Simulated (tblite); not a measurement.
Species: C₄H₉AlFN.
Atom-mapped SMILES: `[CH3:1][AlH2-:2][N+:3]#[C:4][C@H:5]([CH3:6])[F:7]` (hydrogens: H8, H9, H10 on C1; H11, H12 on Al2; H13 on C5; H14, H15, H16 on C6)
Bond orders are those of one Lewis drawing.

Computed with GFN2-xTB (tblite), gas phase: L-BFGS steps from a force-field or distance-geometry start until the largest atomic force falls under 0.01 eV/Å.

Step 6: E = -593.9610 eV
```
atom  x, y, z in Å  |  force x, y, z in eV/Å
C1     -3.3399    0.3929   -0.3558   -0.182   0.156  -0.032
Al2    -2.1929   -1.1379    0.0771    0.342   0.157   0.028
N3     -0.2601   -0.2556    0.1353   -0.191  -0.099  -0.052
C4      0.7656    0.2527    0.1524    0.016  -0.058   0.093
C5      2.0957    0.8404    0.2473   -0.162  -0.069  -0.060
C6      3.1765   -0.1679   -0.1422    0.106  -0.021   0.005
F7      2.2883    1.2778    1.5374   -0.017  -0.058   0.071
H8     -3.5986    0.4460   -1.4180    0.007   0.147  -0.047
H9     -4.2850    0.1868    0.1627   -0.106   0.078   0.038
H10    -3.0334    1.3904   -0.0303   -0.037   0.071  -0.093
H11    -1.8613   -2.1310   -1.0588    0.193  -0.193  -0.019
H12    -2.2645   -1.6180    1.5426    0.168  -0.189   0.118
H13     2.1486    1.7373   -0.3806   -0.051   0.120  -0.092
H14     3.3704   -0.1269   -1.2135   -0.087  -0.062   0.121
H15     4.0871    0.1016    0.3922   -0.009  -0.013  -0.064
H16     2.8959   -1.1797    0.1431    0.012   0.033  -0.015
```

Step 7: E = -593.9753 eV
```
atom  x, y, z in Å  |  force x, y, z in eV/Å
C1     -3.3414    0.4021   -0.3583   -0.178   0.045   0.006
Al2    -2.1941   -1.1410    0.0774    0.337   0.170   0.033
N3     -0.2669   -0.2596    0.1331   -0.071  -0.050  -0.042
C4      0.7605    0.2473    0.1543   -0.052  -0.054   0.083
C5      2.0881    0.8409    0.2481    0.036  -0.098  -0.083
C6      3.1777   -0.1689   -0.1427   -0.031  -0.008   0.060
F7      2.2869    1.2804    1.5388   -0.050  -0.099   0.013
H8     -3.6023    0.4531   -1.4215    0.022   0.141  -0.006
H9     -4.2872    0.1925    0.1621   -0.063   0.087   0.009
H10    -3.0399    1.4019   -0.0325   -0.026   0.030  -0.103
H11    -1.8443   -2.1413   -1.0619    0.140  -0.110   0.064
H12    -2.2498   -1.6276    1.5538    0.146  -0.139  -0.010
H13     2.1458    1.7426   -0.3780   -0.089   0.015  -0.059
H14     3.3720   -0.1318   -1.2137   -0.111  -0.041   0.110
H15     4.0907    0.1011    0.3879   -0.047  -0.003  -0.046
H16     2.8965   -1.1829    0.1441    0.036   0.116  -0.027
```

Step 8: E = -593.9889 eV
```
atom  x, y, z in Å  |  force x, y, z in eV/Å
C1     -3.3473    0.4109   -0.3604   -0.082  -0.058   0.036
Al2    -2.1826   -1.1366    0.0783    0.214   0.121   0.025
N3     -0.2752   -0.2645    0.1301    0.059   0.003  -0.021
C4      0.7543    0.2403    0.1583   -0.065  -0.020   0.039
C5      2.0809    0.8408    0.2474    0.154  -0.108  -0.058
C6      3.1782   -0.1694   -0.1417   -0.134   0.015   0.072
F7      2.2848    1.2792    1.5401   -0.081  -0.113  -0.056
H8     -3.6046    0.4629   -1.4256    0.016   0.115   0.042
H9     -4.2925    0.1991    0.1630   -0.018   0.094  -0.028
H10    -3.0452    1.4125   -0.0369   -0.034  -0.005  -0.095
H11    -1.8270   -2.1538   -1.0637    0.106   0.003   0.152
H12    -2.2346   -1.6401    1.5641    0.145  -0.067  -0.141
H13     2.1416    1.7479   -0.3783   -0.127  -0.114   0.006
H14     3.3704   -0.1370   -1.2120   -0.110  -0.020   0.062
H15     4.0939    0.1010    0.3840   -0.081   0.012  -0.027
H16     2.8974   -1.1844    0.1444    0.041   0.141  -0.009
```

Q: Estimate the geometry and energy of step 9. (The exact step hangs on the optimiser's Hessian estimate; all steps are aligned on step 8, rigid shifts and turns removed.)

A: E = -593.9973 eV, largest force 0.254 eV/Å
```
atom  x, y, z in Å  |  force x, y, z in eV/Å
C1     -3.3529    0.4153   -0.3610    0.022  -0.089   0.038
Al2    -2.1686   -1.1297    0.0793    0.072   0.057   0.011
N3     -0.2802   -0.2677    0.1278    0.109   0.027  -0.003
C4      0.7501    0.2357    0.1617   -0.017   0.014  -0.008
C5      2.0779    0.8390    0.2459    0.119  -0.089  -0.012
C6      3.1769   -0.1691   -0.1400   -0.133   0.027   0.035
F7      2.2822    1.2756    1.5400   -0.085  -0.096  -0.068
H8     -3.6054    0.4712   -1.4277    0.002   0.078   0.063
H9     -4.2973    0.2046    0.1636   -0.004   0.088  -0.043
H10    -3.0485    1.4183   -0.0416   -0.040  -0.019  -0.071
H11    -1.8150   -2.1618   -1.0621    0.098   0.079   0.195
H12    -2.2232   -1.6493    1.5678    0.154  -0.013  -0.202
H13     2.1368    1.7491   -0.3793   -0.137  -0.174   0.039
H14     3.3667   -0.1404   -1.2094   -0.097  -0.006   0.006
H15     4.0945    0.1013    0.3815   -0.085   0.028  -0.008
H16     2.8984   -1.1832    0.1446    0.022   0.089   0.027
```

The energy changes by -0.0084 eV. The first-order estimate −F·Δx gives -0.0116 eV and the mean of the old and new forces, exact on a quadratic surface, -0.0083 eV. The step makes an angle of 55° with the force vector and moves no atom by more than 0.016 Å.

What follows is the cost of the whole relaxation. The run took 1.4 s on Arm Neoverse N1, one thread, no GPU, shared host.
